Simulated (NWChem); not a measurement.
GaAsH$_{4}$; SMILES [GaH2][AsH2]

Results from NWChem. All runs use the structure optimised with PBE0/def2-SVP. Ions are spin-unrestricted doublets at the neutral geometry; other ion states weren't tried.

For level PBE/def2-SVP:

* **−ε(HOMO) (eV)**: 6.10

Task: How do the values read with level CAM-B3LYP/def2-SVP instead?

Result: 
| Item | Result |
|---|---|
| −ε(HOMO) (eV) | 8.28 |
